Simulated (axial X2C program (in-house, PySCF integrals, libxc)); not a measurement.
## Worked dissociation energy of CuSn: PBE0, spin-free

Calculated with an in-house all-electron X2C program for linear molecules (integrals from PySCF). Spin-free means the one-electron spin-free X2C Hamiltonian. Basis: Sn dyall-cv3z [11s12p9d4f1g], Cu dyall-cv3z [9s9p6d3f2g] (cores contracted in-house); Gaussian nuclei, density fitting, unrestricted open shells. Masses: Sn 119.902 u, Cu 62.930 u.

Molecular state: M_S = 1/2, Λ = 1 (beyond evenly filled blocks: π+α).

| Property | Result |
| --- | --- |
| E(Sn) (2M_S = 2, M_L = 0) | -6176.214530 hartree |
| E(Cu) (2M_S = 1, M_L = 0) | -1654.570782 hartree |
| E(CuSn) at Re | -7830.856430 hartree |
| ωe | 214.4 cm⁻¹ |
| ωexe | 0.626 cm⁻¹ |

(1) Work out De and D0.

One determinant describes the state; a PBE0 search over occupations chose it and may have missed a lower one. De is counted from the lowest determinant-based energies of the atoms at the same level, without counterpoise correction. Without a current term, density functionals place determinants with orbital angular momentum somewhat too high. Spin-free De lacks the spin–orbit lowering of the heavy p-block atom, a tenth of an eV or more for 4p and 5p, up to an eV for 6p and one to two eV for 7p atoms, less what an open-shell molecule gains itself.

Each atomic determinant is the lowest at this level and need not be a pure term. Totals compare only within one Hamiltonian and basis.

## Answers

(1) De = -6176.214530 + (-1654.570782) − (-7830.856430) = 0.07112 hartree = 1.935 eV. The zero-point energy is ωe/2 − ωexe/4 = 107 cm⁻¹ = 0.013 eV, so D0 = 1.922 eV.
